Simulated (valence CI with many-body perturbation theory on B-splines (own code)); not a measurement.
Level structure of Tb⁶⁰⁺

Method: relativistic CI+MBPT: three valence electrons over a frozen Dirac-Fock core [He], a basis of 11 s, 11 p, 9 d, 7 f, 5 g, 2 h, 1 i functions for each j, with the one-electron correlation potential Σ1, the two-electron term Σ2, the three-electron term Σ3, Breit, model QED; selected CI, second order for the rest (own B-spline code, finite nucleus).

No measured spectrum was set against this ion. As an estimate, large intervals hold to a few tenths of a per cent, small ones and those within an open d or f shell to about a per cent.

Levels 91 to 102 of 102, with energies above the lowest level, (2s^2 2p1/2) J=1/2. "Leading %" is the weight of the configuration and term that name the level; weights of strongly mixed levels are sums over their largest components and can fall short. In the jj column 3d3/2^4 stands for four electrons in 3d with j = 3/2. Lifetimes count E1, E2, E3, M1 and M2 decay at the calculated energies, and are blank where another channel may lead or the interval is too uncertain; long ones can be off by a factor of two.

```
No.  Configuration  Term    J  E (Ry)  Leading %  Lifetime  Second component                 Leading jj
 91          2p²3p   ²P°  1/2  693.40         86   3.73 fs     8 % 2p²3p ⁴D°   2p1/2 2p3/2 3p3/2 (99 %)
 92          2p²3d    ²G  7/2  693.88         52   60.7 fs     25 % 2p²3d ²F   2p1/2 2p3/2 3d3/2 (98 %)
 93          2p²3d    ²D  5/2  694.96         36    914 as     32 % 2p²3d ²F   2p1/2 2p3/2 3d3/2 (96 %)
 94          2p²3d    ²D  3/2  695.35         47    885 as     16 % 2p²3d ²P   2p1/2 2p3/2 3d3/2 (98 %)
 95          2p²3d    ²P  1/2  695.99         37    800 as     34 % 2p²3d ⁴P  2p1/2 2p3/2 3d3/2 (100 %)
 96          2p²3d    ⁴D  7/2  697.33         46   29.1 fs     38 % 2p²3d ⁴F  2p1/2 2p3/2 3d5/2 (100 %)
 97          2p²3d    ²P  3/2  698.59         38   1.33 fs     28 % 2p²3d ⁴P   2p1/2 2p3/2 3d5/2 (98 %)
 98          2p²3d    ²G  9/2  698.60         64    159 fs     36 % 2p²3d ⁴F  2p1/2 2p3/2 3d5/2 (100 %)
 99          2p²3d    ²F  5/2  698.70         43   1.09 fs     22 % 2p²3d ⁴D   2p1/2 2p3/2 3d5/2 (97 %)
100          2p²3d    ²D  5/2  699.93         60    742 as     26 % 2p²3d ⁴P   2p1/2 2p3/2 3d5/2 (98 %)
101          2p²3d    ²F  7/2  700.39         69    693 as     13 % 2p²3d ²G   2p1/2 2p3/2 3d5/2 (98 %)
102          2p²3d    ²D  3/2  700.81         58   1.03 fs     30 % 2p²3d ²P  2p1/2 2p3/2 3d5/2 (100 %)
```
